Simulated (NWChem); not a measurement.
System: HfF4; SMILES [F][Hf]([F])([F])[F]

All runs: NWChem. Medium grid unless said otherwise, to which SCAN and Minnesota functionals are sensitive. The geometry was optimised at PBE0/def2-SVP. No frequency run checked for a minimum. def2 effective core potentials on Hf; no spin-orbit coupling. Hybrids' shares of exact exchange are those that their runs print; pure functionals count as 0. The functionals differ in more than this share.

| row | share of exact exchange | orbital gap (eV) |
|---|---|---|
| PBE/def2-SVP | 0.00 | 8.34 |
| M06-L/def2-SVP | 0.00 | 9.07 |
| B3LYP/def2-SVP | 0.20 | 10.44 |
| B97-2/def2-SVP | 0.21 | 10.90 |
| MPW1K/def2-SVP | 0.43 | 13.27 |
| M05-2X/def2-SVP | 0.56 | withheld |

Fit a straight line of the last column on the one before it, predict the withheld value, and compare with the run.


1. Means of the 5 shown rows: x = 0.168, y = 10.404. Slope Σ(x − x̄)(y − ȳ)/Σ(x − x̄)² = 1.344/0.1279 = 10.51; intercept 8.638.
2. The shown rows scatter about the line by 0.276 (root mean square); the largest residual is +0.43, at M06-L/def2-SVP.
3. At x = 0.56 (M05-2X/def2-SVP; beyond the shown range) the line gives 14.52.
4. The run gives 14.16, -0.36 from the line, 1.3 times the scatter.
